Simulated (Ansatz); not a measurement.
One change: `C=C[SiH](F)Br` becomes `N[SiH](F)Br`.

Ansatz, PBE0-D4/def2-TZVP geometries, multiplicity 1. Each molecule was computed in one conformer, which needn't be the lowest.

Scalar relativity is left out up to krypton.

| property | `C=C[SiH](F)Br` |
| --- | --- |
| HOMO energy (PBE0/def2-TZVPP) / eV | -8.41 |
| zero-point energy (PBE0-D4/def2-TZVP) / kJ/mol | 146.5 |
| HOMO energy (B3LYP/def2-TZVPP) / eV | -8.15 |
| HOMO–LUMO gap (PBE0/def2-TZVPP) / eV | 7.26 |
| size of the dipole moment (B3LYP/def2-TZVPP) / D | 2.37 |
| HOMO–LUMO gap (B3LYP/def2-TZVPP) / eV | 6.80 |

Task: Give the same properties after the change, and the shifts. (Estimate.)

Result: The calculation gave: 
```
                                        property  `N[SiH](F)Br`  shift
              HOMO energy (PBE0/def2-TZVPP) / eV          -8.23   0.18
  zero-point energy (PBE0-D4/def2-TZVP) / kJ/mol          102.7  -43.8
             HOMO energy (B3LYP/def2-TZVPP) / eV          -7.96   0.19
            HOMO–LUMO gap (PBE0/def2-TZVPP) / eV           8.81   1.55
size of the dipole moment (B3LYP/def2-TZVPP) / D           2.51   0.14
           HOMO–LUMO gap (B3LYP/def2-TZVPP) / eV           8.23   1.43
```

With PBE0 the HOMO rises by 0.18 eV and the LUMO rises by 1.73 eV, so the gap widens by about 1.55 eV. PBE moves the HOMO by 0.40 eV and ωB97M-V by 0.05 eV. The zero-point energy changes by -43.8 kJ/mol with -6 modes. Dipoles are sizes alone; their direction can turn.

B3LYP here is the variant with VWN-RPA as its local correlation; programs differ in this.

Spin–orbit coupling is left out; it splits and shifts lone-pair levels of the heavy atoms by tenths of an eV.
